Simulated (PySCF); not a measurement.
An excited-state job on `C(=C=S)O[SiH3]`.

Method: TDDFT PBE0/def2-SVPD, vertical, gas phase, core orbitals frozen in the response (PySCF 2.14.0, density-fitted response routines). Geometry: PBE0-D3(BJ)/def2-SVP. A driver script takes a list of jobs; this job's settings line and coordinates (Å) are shown.

Input:
```
{"job": {"kind": "uv", "xc": "PBE0", "basis": "def2-SVPD", "ip": true}, "charge": 0, "multiplicity": 1}
Si    -1.154637    -0.542131     0.050418
O     -0.025184     0.465095    -0.690220
C      1.307192     0.482691    -0.442478
C      1.961405    -0.277317     0.421705
S      2.757551    -1.163769     1.435230
H     -1.169737    -0.299981     1.522952
H     -2.454507    -0.174975    -0.566041
H     -0.818078    -1.971745    -0.214691
H      1.873482     1.210941    -1.033655
```

**Question.** Estimate the output.

**Answer.** 
```
coarse grid: 8992 points
cycle   1  E = -840.5726980798  dE =  5.781e-01  |g| = 5.349e-01  |ddm| = 4.043e+00
cycle   2  E = -840.4395186450  dE =  1.332e-01  |g| = 9.749e-01  |ddm| = 1.319e+00
cycle   3  E = -840.6252845209  dE = -1.858e-01  |g| = 9.342e-02  |ddm| = 8.877e-01
cycle   4  E = -840.6269632008  dE = -1.679e-03  |g| = 5.690e-02  |ddm| = 2.007e-01
cycle   5  E = -840.6278225116  dE = -8.593e-04  |g| = 9.950e-03  |ddm| = 7.234e-02
cycle   6  E = -840.6278430952  dE = -2.058e-05  |g| = 4.637e-03  |ddm| = 1.695e-02
cycle   7  E = -840.6278485744  dE = -5.479e-06  |g| = 1.905e-03  |ddm| = 8.302e-03
final grid: 78784 points
cycle   8  E = -840.7262118306  dE =  1.637e-05  |g| = 1.244e-02  |ddm| = 7.040e-02
cycle   9  E = -840.7260669407  dE =  1.449e-04  |g| = 2.575e-02  |ddm| = 4.674e-02
cycle  10  E = -840.7262518387  dE = -1.849e-04  |g| = 1.780e-03  |ddm| = 3.267e-02
cycle  11  E = -840.7262525936  dE = -7.549e-07  |g| = 2.980e-04  |ddm| = 2.033e-03
cycle  12  E = -840.7262526100  dE = -1.640e-08  |g| = 1.016e-04  |ddm| = 4.721e-04
cycle  13  E = -840.7262526128  dE = -2.744e-09  |g| = 4.155e-05  |ddm| = 1.920e-04
cycle  14  E = -840.7262526132  dE = -4.557e-10  |g| = 5.789e-06  |ddm| = 5.122e-05
converged SCF energy = -840.7262526132

Static polarisability (au): isotropic 77.085, principal 57.081 65.838 108.334

Singlet excitations
state   eV       nm        f      main configurations
  1   1.5645    792.5   0.00000   H->L 1.00
  2   4.9490    250.5   0.00026   H-1->L 0.73, H-4->L 0.20
  3   5.0895    243.6   0.00093   H->L+1 0.90
  4   5.4956    225.6   0.04619   H->L+2 0.62, H-2->L 0.35
  5   5.5732    222.5   0.00206   H->L+3 0.87, H->L+4 0.09
  6   5.7339    216.2   0.00663   H-3->L 0.82, H-2->L 0.11
  7   5.9692    207.7   0.00107   H-4->L 0.76, H-1->L 0.22
  8   6.0152    206.1   0.00698   H->L+4 0.88, H->L+3 0.09
  9   6.3420    195.5   0.31396   H->L+7 0.30, H-2->L 0.24, H->L+2 0.16
 10   6.3436    195.4   0.02473   H->L+5 0.80, H->L+6 0.11

Triplet excitations (Tamm-Dancoff, eV): 1.1321 3.6085 3.8454 4.4531
Vertical ionisation energy (delta-SCF) = 8.1605 eV
Vertical electron affinity (delta-SCF) = 0.9050 eV
```

The SCF starts on a coarse grid where the log names one; the energy can jump when the final grid takes over, and dE then counts from the start density on the new grid. H and L stand for HOMO and LUMO; the number after each pair is its weight.

**Question.** Give S1 in cm⁻¹ and kJ/mol.

**Answer.** 1.5645 eV × 8065.54 = 12619 cm⁻¹; × 96.485 = 151.0 kJ/mol.

**Question.** Which computed singlet has the largest oscillator strength, and what do all of them sum to?

**Answer.** State 9 at 6.34 eV (195 nm), f = 0.314; the 10 states sum to 0.403.

Summary of the converged run: HOMO -6.10 eV, LUMO -2.78 eV; lowest singlet 1.56 eV; lowest triplet 1.13 eV (Tamm–Dancoff); mean polarisability 77.1 au.

**Question.** How long does this job take on an Arm Neoverse V1 with one thread, shared host?

**Answer.** About 33 s.

One conformer stands for the species.
Labels such as C1 count atoms from 1, the log's own numbers from 0.
